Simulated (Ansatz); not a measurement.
Reaction (isomerisation): `FC/C=N\[SiH3]` → `C=C(F)N[SiH3]`

Computed with Ansatz on PBE0-D4/def2-TZVP structures; ΔE is electronic, products minus reactants. CBS: MP2 limit from def2 TZ/QZ plus the TZ coupled-cluster correction, frozen cores. Functionals use def2-TZVPP. B3LYP here is the variant with VWN-RPA as its local correlation; programs differ in this. One conformer a species, not always the lowest.

`FC/C=N\[SiH3]`:

Z-matrix (Å, degrees):
```
C
C 1 1.500
F 1 1.371 2 112.1
H 1 1.097 2 109.5 3 120.9
H 1 1.097 2 109.5 3 -120.9
N 2 1.252 1 128.4 3 0.0
H 2 1.103 1 111.9 3 -180.0
Si 6 1.746 2 131.5 1 -0.0
H 8 1.484 6 106.3 2 180.0
H 8 1.486 6 111.8 2 62.2
H 8 1.486 6 111.8 2 -62.3
```

`C=C(F)N[SiH3]`:

Z-matrix (Å, degrees):
```
Si
N 1 1.741
H 1 1.483 2 112.0
H 1 1.484 2 103.8 3 118.6
H 1 1.483 2 112.0 3 -122.7
C 2 1.367 1 125.5 3 61.4
H 2 1.006 1 120.0 3 -118.7
F 6 1.344 2 109.7 1 -0.1
C 6 1.327 2 130.2 1 179.9
H 9 1.079 6 119.9 2 180.0
H 9 1.080 6 120.5 2 -0.0
```

Task: Is it downhill or uphill in electronic energy at CCSD(T)/CBS, and by how much? (Best estimate.)

Result: Ansatz gave: Downhill: ΔE = -44.9 kJ/mol.

Task: What do these levels give: PBE-D4, r2SCAN-D4, B3LYP-D4, ωB97X-V, B2PLYP, PBE, MP2/def2-TZVPP, SCS-MP2/def2-TZVPP, HF/def2-QZVPP, SCS-MP2/def2-QZVPP, HF/CBS(def2), CCSD/CBS(def2)? (Estimate.)

Result: The calculation gave: PBE-D4 -49.3, r2SCAN-D4 -53.3, B3LYP-D4 -46.3, ωB97X-V -45.5, B2PLYP -45.9, PBE -49.8, MP2/def2-TZVPP -48.1, SCS-MP2/def2-TZVPP -41.9, HF/def2-QZVPP -41.3, SCS-MP2/def2-QZVPP -43.0, HF/CBS(def2) -41.3, CCSD/CBS(def2) -45.2 kJ/mol.

Largest T1 diagnostic among the species: 0.013.
